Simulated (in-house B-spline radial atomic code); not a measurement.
Stripping platinum of all its electrons. The total binding energy is the sum of the 78 successive ionisation energies. Configuration: [Xe] 4f14 (5d3/2)4 (5d5/2)5 6s1. Level of theory: Dirac-Hartree-Fock, average of the jj configuration, Fermi nucleus of rms radius 5.427 fm; calculated with an all-electron radial atomic-structure program (B-spline basis).

Dirac-Coulomb total energy: -18434.8947 hartree. First-order corrections (hartree): Breit 20.27, self-energy 17.19, vacuum polarisation -3.282, recoil 0.0315.

(1) What total binding energy follows, and how does it compare with the sum of NIST's ionisation energies?

(2) What share of the binding belongs to the last two electrons?

## Answers

(1) 500708 eV from the corrected total, against 500896 ± 260 eV from NIST's table (measured, semi-empirical and theoretical entries, uncertainties added in quadrature). The difference, +188 eV, is within about twice the table's uncertainty, so it can't show the correlation energy.

(2) 36 % by NIST's values (179614.9 eV).
